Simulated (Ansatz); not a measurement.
Geometry optimisation, RKS PBE0-D4/def2-SVP in Ansatz.

The input (input.yaml):

```yaml
crystal:
  periodic: [false, false, false]
  atoms:
    - { symbol: C, position_ang: [-0.5032, 1.796, 0.9577] }
    - { symbol: "N", position_ang: [0.0533, 1.0557, 0.1275] }
    - { symbol: B, position_ang: [-0.2686, -0.4215, 0.0476] }
    - { symbol: C, position_ang: [0.609, -1.3275, -0.9851] }
    - { symbol: Cl, position_ang: [2.276, -1.351, -0.6247] }
    - { symbol: H, position_ang: [-0.3075, 2.9132, 0.956] }
    - { symbol: H, position_ang: [-1.2835, 1.4732, 1.6359] }
    - { symbol: H, position_ang: [-1.0223, -0.8868, 0.7532] }
    - { symbol: H, position_ang: [0.382, -0.9281, -1.965] }
    - { symbol: H, position_ang: [0.1479, -2.3744, -0.9001] }
basis:
  gaussian: { orbitals: def2-SVP }
hamiltonian:
  xc: pbe0
  dispersion: d4
relax:
  f_tol: 0.02
  max_steps: 50
```

Command:

```bash
$ ansatz run input.yaml --threads 2 --pin off --max-ram 3072MiB --backend cpu --events-out ev --progress --plain --runs-dir out
```

Question: Where does it end, and by what steps?

Answer: The run converged. After 22 steps the energy has fallen by 1.414 eV; H8 moved furthest, 1.44 Å.

| step | energy less start (eV) | largest force component (eV/Å) | accepted |
| --- | --- | --- | --- |
| 0 | 0.0000 | 3.655 | yes |
| 1 | 0.0662 | 3.173 | no |
| 2 | -0.3644 | 1.922 | yes |
| 3 | -0.4675 | 0.522 | yes |
| 4 | -0.4986 | 0.277 | yes |
| 5 | -0.5232 | 0.787 | yes |
| 6 | -0.5849 | 1.103 | yes |
| 7 | -0.6822 | 1.715 | yes |
| 8 | -0.7956 | 1.716 | yes |
| 9 | -0.9511 | 1.760 | yes |
| 10 | -1.1526 | 1.377 | yes |
| 11 | -1.3198 | 0.730 | yes |
| 12 | -1.2967 | 2.011 | no |
| 13 | -1.3741 | 0.347 | yes |
| 14 | -1.4038 | 0.127 | yes |
| 15 | -1.4055 | 0.130 | yes |
| 16 | -1.4042 | 0.304 | no |
| 17 | -1.4068 | 0.424 | yes |
| 18 | -1.4100 | 0.208 | yes |
| 19 | -1.4084 | 0.289 | no |
| 20 | -1.4142 | 0.064 | yes |
| 21 | -1.4141 | 0.043 | no |
| 22 | -1.4144 | 0.020 | yes |

```xyz
10
Properties=species:S:1:pos:R:3
C -0.275 1.701 1.142
N -0.491 0.674 0.475
B -0.673 -0.453 -0.258
C 0.544 -1.266 -0.863
Cl 2.160 -0.593 -0.492
H -0.219 2.698 0.670
H -0.130 1.661 2.236
H -1.803 -0.848 -0.454
H 0.449 -1.322 -1.959
H 0.522 -2.304 -0.494
```

Time of the run: 46 s on 2 threads of Intel(R) Xeon(R) Platinum 8488C (Sapphire Rapids), with other jobs on the host, peak memory 0.22 GiB.
